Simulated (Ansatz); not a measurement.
CBClFN, SMILES `N#CB(F)Cl` at its PBE0-D4/def2-TZVP geometry, where that method's forces vanish. The species carries charge 0 and has multiplicity 1.

```xyz
5

N    -1.2590   -0.0240    1.7362
C    -0.6207   -0.0287    0.7789
B     0.2516   -0.0262   -0.4886
F    -0.2623   -0.4379   -1.6179
Cl    1.8904    0.5167   -0.4086
```

(1) What forces (eV/Å) does r2SCAN-D4/def2-TZVPP give on these atoms in Ansatz? (An estimate is asked.)

Answers

(1) The calculation gave: 
```
N1  -0.315  0.003  0.474
C2   0.331 -0.004 -0.502
B3  -0.068  0.026  0.217
F4  -0.081 -0.067 -0.189
Cl5  0.132  0.043  0.001
```
